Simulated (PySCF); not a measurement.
Working with the constants of SiPb

UHF-CCSD(T) constants of SiPb, ³Σ⁻ (triplet), unpaired electrons π ↑↑ (PySCF, scalar-relativistic core potentials, basis sets Si def2-SVP, Pb def2-SVP with ECP60; masses 27.9769 and 207.9766 u):

* ωe: 308.5 cm⁻¹
* ωexe: 0.881 cm⁻¹
* Be: 0.099551 cm⁻¹
* αe: 0.000376 cm⁻¹
* De to Si + Pb: 2.04 eV

(1) What force constant and bond length do these constants imply?

(2) Estimate the centrifugal constant D from the Kratzer relation and find the Dunham coefficient a1.

Correlated steps freeze 9 core orbitals. Correlated levels converge slowly with the basis: in double zeta they bind strong bonds too weakly, by up to about 1 eV, and carry superposition errors of some tenths. These are scalar-relativistic numbers at best; spin–orbit coupling would shift them, the dissociation energy most. The state was picked by a PBE0 search and need not be the measured ground state.

Results:

(1) Reduced mass μred = 24.660 u; k = 5.8918×10⁻⁷·μred·ωe² (u, cm⁻¹, mdyn/Å) = 1.38 mdyn/Å; Re = √(16.8576/(μred·Be)) (u, cm⁻¹, Å) = 2.620 Å.

(2) D = 4Be³/ωe² = 4.15e-08 cm⁻¹; a1 = −1 − αeωe/(6Be²) = -2.95.
